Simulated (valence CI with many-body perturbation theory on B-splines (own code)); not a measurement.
# Mn12+: electric-dipole lines

Computed by valence CI with perturbative core correlation (CI+MBPT): three valence electrons over a frozen Dirac-Fock core [Ne], a basis of 11 s, 11 p, 9 d, 7 f, 5 g, 2 h, 1 i functions for each j, with the one-electron correlation potential Σ1 (screened to all orders), the two-electron term Σ2, the three-electron term Σ3, Breit, model QED; selected single and double excitations, second order for the rest, scaled by the run's own slope (own B-spline code, finite nucleus).

No measured spectrum was set against this ion. As an estimate, levels of excited configurations hold to 0.05 to 0.15 % of their energy, terms of the ground configuration to about 0.5 %.

Lines 151 to 200 of 261 in falling wavelength, among levels below 129.34 eV, chosen from the strongest by gf and those to the six lowest levels. Wavelengths and rates use the calculated energies, so an error of 300 cm⁻¹ moves a line at 25.65 nm by 0.077 % and its rate by three times that or more. Electric multipoles are in the length gauge, E1 and E2 with the static RPA response of the core. Weak lines are less certain than strong ones. Lines between different terms over intervals too small for the method are left out, as are lines whose strength nearly cancels. Where a level lies close to another of its J and parity, the split of strength between their lines is uncertain. The highest levels of a list are the least certain.

Names give the largest LS component (configuration and term), which can be under half, so a name can repeat, a term be missing and a line seem to break the LS rules; names also repeat where a configuration has a term twice. Letters in brackets count levels of one name in rising energy.

| λ vac (nm) | Upper | Lower | A (s⁻¹) | S (a.u.) with core polarisation | S without |
| --- | --- | --- | --- | --- | --- |
| 25.65 | 3s.3p.3d 2D°_3/2 [a] | 3s.3p2 2D_3/2 | 2.75e+10 | 9.15e-01 | 9.49e-01 |
| 25.64 | 3p3 2P°_3/2 | 3s.3p2 4P_1/2 | 1.60e+08 | 5.31e-03 | 5.51e-03 |
| 25.62 | 3s.3p.3d 2D°_5/2 [a] | 3s.3p2 2D_3/2 | 3.22e+09 | 1.61e-01 | 1.66e-01 |
| 25.23 | 3p2.3d 2P_1/2 [a] | 3p3 2D°_3/2 | 1.18e+10 | 1.88e-01 | 1.95e-01 |
| 25.13 | 3s.3p.3d 2P°_1/2 [a] | 3s.3p2 2P_1/2 | 2.33e+10 | 3.65e-01 | 3.78e-01 |
| 24.71 | 3p2.3d 2D_3/2 [b] | 3p3 2P°_3/2 | 9.09e+09 | 2.71e-01 | 2.80e-01 |
| 24.65 | 3p2.3d 2P_1/2 [b] | 3p3 2P°_1/2 | 2.50e+10 | 3.70e-01 | 3.82e-01 |
| 24.56 | 3p2.3d 2D_3/2 [b] | 3p3 2P°_1/2 | 5.43e+09 | 1.59e-01 | 1.64e-01 |
| 24.21 | 3s.3p.3d 2P°_3/2 [a] | 3s.3p2 2S_1/2 | 3.58e+10 | 1.00e+00 | 1.04e+00 |
| 24.19 | 3p2.3d 2P_3/2 [b] | 3p3 2P°_3/2 | 1.29e+10 | 3.62e-01 | 3.74e-01 |
| 24.15 | 3s.3p.3d 2P°_1/2 [b] | 3s.3p2 2P_3/2 | 9.20e+09 | 1.28e-01 | 1.32e-01 |
| 24.12 | 3p2.3d 2S_1/2 | 3p3 2P°_3/2 | 2.57e+10 | 3.56e-01 | 3.69e-01 |
| 24.07 | 3p2.3d 2D_5/2 [a] | 3p3 4S°_3/2 | 1.95e+10 | 8.03e-01 | 8.31e-01 |
| 24.06 | 3s.3p.3d 2F°_5/2 [a] | 3s.3p2 2D_5/2 | 2.21e+09 | 9.12e-02 | 9.44e-02 |
| 23.97 | 3s.3p.3d 2F°_5/2 [a] | 3s.3p2 2D_3/2 | 1.19e+10 | 4.84e-01 | 5.01e-01 |
| 23.93 | 3s.3p.3d 2D°_3/2 [b] | 3s.3p2 2P_3/2 | 2.88e+10 | 7.79e-01 | 8.06e-01 |
| 23.88 | 3p2.3d 2D_3/2 [a] | 3p3 4S°_3/2 | 6.72e+09 | 1.81e-01 | 1.87e-01 |
| 23.87 | 3s.3p.3d 2D°_5/2 [b] | 3s.3p2 2P_3/2 | 5.37e+10 | 2.17e+00 | 2.24e+00 |
| 23.84 | 3s.3p.3d 2P°_1/2 [a] | 3s.3p2 2S_1/2 | 1.47e+10 | 1.97e-01 | 2.04e-01 |
| 23.82 | 3s.3p.3d 4P°_5/2 | 3s.3p2 4P_5/2 | 2.57e+09 | 1.03e-01 | 1.07e-01 |
| 23.74 | 3s.3p.3d 2P°_1/2 [b] | 3s.3p2 2P_1/2 | 8.59e+09 | 1.13e-01 | 1.18e-01 |
| 23.71 | 3s.3p.3d 4D°_3/2 | 3s.3p2 4P_5/2 | 9.72e+08 | 2.56e-02 | 2.64e-02 |
| 23.68 | 3s.3p.3d 2P°_3/2 [b] | 3s.3p2 2P_1/2 | 3.60e+10 | 9.42e-01 | 9.75e-01 |
| 23.55 | 3p2.3d 2D_5/2 [a] | 3p3 2D°_5/2 | 1.39e+10 | 5.38e-01 | 5.56e-01 |
| 23.53 | 3s.3p.3d 2D°_3/2 [b] | 3s.3p2 2P_1/2 | 9.29e+09 | 2.39e-01 | 2.48e-01 |
| 23.53 | 3p2.3d 4P_5/2 | 3p3 4S°_3/2 | 1.97e+10 | 7.59e-01 | 7.85e-01 |
| 23.51 | 3p2.3d 4P_1/2 | 3p3 4S°_3/2 | 4.13e+10 | 5.30e-01 | 5.49e-01 |
| 23.51 | 3s2.3d 2D_3/2 | 3s2.3p 2P°_3/2 | 7.09e+09 | 1.82e-01 | 1.88e-01 |
| 23.51 | 3p2.3d 4P_3/2 | 3p3 4S°_3/2 | 3.41e+10 | 8.75e-01 | 9.05e-01 |
| 23.42 | 3s2.3d 2D_5/2 | 3s2.3p 2P°_3/2 | 3.65e+10 | 1.39e+00 | 1.44e+00 |
| 23.38 | 3s.3p.3d 4P°_5/2 | 3s.3p2 4P_3/2 | 2.28e+10 | 8.65e-01 | 8.95e-01 |
| 23.38 | 3s.3p.3d 2F°_7/2 [a] | 3s.3p2 2D_5/2 | 1.45e+10 | 7.30e-01 | 7.56e-01 |
| 23.37 | 3p2.3d 2D_3/2 [a] | 3p3 2D°_5/2 | 2.87e+09 | 7.24e-02 | 7.49e-02 |
| 23.27 | 3s.3p.3d 4D°_3/2 | 3s.3p2 4P_3/2 | 5.05e+09 | 1.25e-01 | 1.30e-01 |
| 23.22 | 3p2.3d 2D_3/2 [a] | 3p3 2D°_3/2 | 2.28e+10 | 5.63e-01 | 5.83e-01 |
| 23.22 | 3s.3p.3d 4D°_7/2 | 3s.3p2 4P_5/2 | 3.70e+10 | 1.83e+00 | 1.89e+00 |
| 23.20 | 3s.3p.3d 4P°_3/2 | 3s.3p2 4P_5/2 | 1.07e+10 | 2.65e-01 | 2.74e-01 |
| 23.19 | 3s.3p.3d 4D°_1/2 | 3s.3p2 4P_3/2 | 5.14e+08 | 6.33e-03 | 6.55e-03 |
| 23.19 | 3s.3p.3d 4D°_5/2 | 3s.3p2 4P_5/2 | 2.43e+10 | 8.99e-01 | 9.30e-01 |
| 23.04 | 3p2.3d 4P_5/2 | 3p3 2D°_5/2 | 1.13e+10 | 4.08e-01 | 4.22e-01 |
| 22.94 | 3s.3p.3d 4D°_3/2 | 3s.3p2 4P_1/2 | 2.55e+10 | 6.07e-01 | 6.29e-01 |
| 22.87 | 3s.3p.3d 4D°_1/2 | 3s.3p2 4P_1/2 | 3.66e+10 | 4.31e-01 | 4.46e-01 |
| 22.80 | 3s.3p.3d 4P°_1/2 | 3s.3p2 4P_3/2 | 2.56e+10 | 3.00e-01 | 3.10e-01 |
| 22.78 | 3s.3p.3d 4P°_3/2 | 3s.3p2 4P_3/2 | 1.89e+10 | 4.41e-01 | 4.57e-01 |
| 22.77 | 3s.3p.3d 4D°_5/2 | 3s.3p2 4P_3/2 | 9.68e+09 | 3.39e-01 | 3.50e-01 |
| 22.69 | 3s2.3d 2D_3/2 | 3s2.3p 2P°_1/2 | 3.25e+10 | 7.50e-01 | 7.77e-01 |
| 22.59 | 3s.3p.3d 2P°_1/2 [b] | 3s.3p2 2S_1/2 | 1.38e+10 | 1.57e-01 | 1.63e-01 |
| 22.52 | 3s.3p.3d 2D°_3/2 [a] | 3s.3p2 4P_5/2 | 3.83e+06 | 8.63e-05 | 8.84e-05 |
| 22.50 | 3s.3p.3d 2D°_5/2 [a] | 3s.3p2 4P_5/2 | 2.58e+07 | 8.72e-04 | 8.91e-04 |
| 22.49 | 3s.3p.3d 4P°_1/2 | 3s.3p2 4P_1/2 | 9.28e+07 | 1.04e-03 | 1.08e-03 |
